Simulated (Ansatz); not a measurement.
Diatomic Cu2, closed-shell singlet (the spin of the measured ground state). No spin–orbit coupling. Cu is treated without relativity.

D_e counts from the fitted minimum to each atom's lowest state at the same level, without counterpoise. The singlet is restricted.

Correlated levels freeze the inner cores; with def2 sets outer-core shells near the valence are correlated too.

Run with Ansatz (a program for electronic structure). Values without a source in brackets are computed.

PBE/def2-TZVPP gives 203.0 kJ/mol for the bond energy D_e.

Where do these levels fall relative to PBE: r2SCAN/def2-TZVPP, B3LYP/def2-TZVPP, wB97M-V/def2-TZVPP, CCSD(T)/def2-QZVPP.

r2SCAN/def2-TZVPP -7.7; B3LYP/def2-TZVPP -28.3; wB97M-V/def2-TZVPP -15.7; CCSD(T)/def2-QZVPP -15.1 kJ/mol. 0 of 4 lie above PBE; the widest gap is to B3LYP/def2-TZVPP.
